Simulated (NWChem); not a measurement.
Correlation energy of dimethyl selenide (C2H6Se)

```
Se
C 1 1.9408
H 2 1.0986 1 107.07
H 2 1.0991 3 108.92 1 119.97
H 2 1.0991 3 108.92 4 120.06
C 1 1.9408 2 97.25 3 180.00
H 6 1.0986 1 107.07 2 180.00
H 6 1.0991 7 108.92 1 -119.97
H 6 1.0991 7 108.92 8 -120.06
```
Charge 0, spin multiplicity 1.

Everything below was run with NWChem. The geometry was optimised at PBE0/def2-SVP, a minimum by its harmonic frequencies.

Basis set: 6-31G*. Each correlation energy counts from its own Hartree-Fock reference.

The Hamiltonian is non-relativistic. The correlated methods keep 11 core orbitals frozen. The Pople sets run with spherical d functions. Coupled-cluster values serve here as a point of comparison, not as the truth.

### Question
One of these methods gave a correlation energy of -519.2 mHa. Which?
A) CR-CCSD[T]
B) CCSD+T(CCSD)
C) CCSD
D) MP2

### Answer
D, MP2. The others give -560.2 (CR-CCSD[T]), -563.5 (CCSD+T(CCSD)), -549.6 (CCSD).
